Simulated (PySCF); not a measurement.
Isomers of C5H6F2, one GFN2-xTB conformer each. Single-point energies are computed at PBE0/pcSseg-1 (PySCF, gas phase, no added dispersion term), electronic only.

Task: Rank them by PBE0/pcSseg-1 energy, lowest first (kJ/mol).
A. `[F:1][CH2:2][C:3]1=[CH:4][CH2:5][C@@H:6]1[F:7]` with F1–C2–C3–C4 -109°
B. `[CH3:1][C:2]#[C:3][CH2:4][CH:5]([F:6])[F:7]` with C3–C4–C5–F6 73°
C. `[F:1][CH2:2][C:3]1=[C:4]([F:5])[CH2:6][CH2:7]1` with F1–C2–C3–C4 119°
D. `[F:1][CH2:2][CH2:3][C:4]1=[C:5]([F:6])[CH2:7]1` with F1–C2–C3–C4 176°, C2–C3–C4–C5 122°
E. `CC1=CC(F)(F)C1`

Result: E (0.0), B (47.3), C (50.8), A (64.2), D (180.2).

As drawn, the lowest has a four-membered ring and two fluorines on one carbon, which the highest lacks; the highest has a three-membered ring, which the lowest lacks. Neighbours under 10 kJ/mol apart (CC#CCC(F)F and FCC1=C(F)CC1) can change places with a better method, another conformer or zero-point energy. GFN2-xTB itself gives, in the same order: 0.0, 39.2, 20.1, 35.7, 151.6. Both levels put the same isomer lowest; measured from each level's own lowest isomer, the values differ by up to 30.7 kJ/mol (FCC1=C(F)CC1: 20.1 against 50.8).

Task: Which frontier levels, dipoles and rotational constants go with these structures?

Result: 
```json
{"SMILES": "CC1=CC(F)(F)C1", "HOMO (eV, PBE0/pcSseg-1)": "-7.81", "LUMO (eV)": "-0.19", "dipole (D)": "3.24", "A, B, C (MHz)": "5873, 1760, 1708"}
{"SMILES": "CC#CCC(F)F", "HOMO (eV, PBE0/pcSseg-1)": "-7.61", "LUMO (eV)": "1.14", "dipole (D)": "2.53", "A, B, C (MHz)": "7532, 1097, 1009"}
{"SMILES": "FCC1=C(F)CC1", "HOMO (eV, PBE0/pcSseg-1)": "-7.35", "LUMO (eV)": "0.22", "dipole (D)": "1.93", "A, B, C (MHz)": "4193, 1905, 1413"}
{"SMILES": "FCC1=CC[C@@H]1F", "HOMO (eV, PBE0/pcSseg-1)": "-7.95", "LUMO (eV)": "-0.51", "dipole (D)": "2.12", "A, B, C (MHz)": "4344, 1916, 1513"}
{"SMILES": "FCCC1=C(F)C1", "HOMO (eV, PBE0/pcSseg-1)": "-7.19", "LUMO (eV)": "0.45", "dipole (D)": "0.81", "A, B, C (MHz)": "7692, 1068, 993.1"}
```

Task: As an exercise, what shares would exp(−E/RT) give at 2000 K from these electronic energies alone (no entropy, no degeneracies)?

Result: RT = 16.629 kJ/mol: CC1=CC(F)(F)C1 88.8 %, CC#CCC(F)F 5.2 %, FCC1=C(F)CC1 4.2 %, FCC1=CC[C@@H]1F 1.9 %, FCCC1=C(F)C1 under 0.1 %.
